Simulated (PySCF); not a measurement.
Vertical excitations of a molecule C3H7BO2 from TDDFT-PBE/def2-SVPD (PySCF), as energy in eV (oscillator strength): 6.13 (0.000), 6.88 (0.000), 7.07 (0.036), 7.47 (0.011), 7.71 (0.020), 7.73 (0.000), 7.79 (0.020), 7.81 (0.016), 7.86 (0.008), 8.10 (0.009). Lowest triplet (TDA): 6.03 eV. Geometry optimised at PBE0-D3(BJ)/def2-SVP. The values are those of a single conformer.

Q: Pick the molecule that these values belong to.
A. OB1CCOC1
B. C/C=C/B(O)O
C. CB1OCCO1
D. CB(O)CC=O

A: C, CB1OCCO1
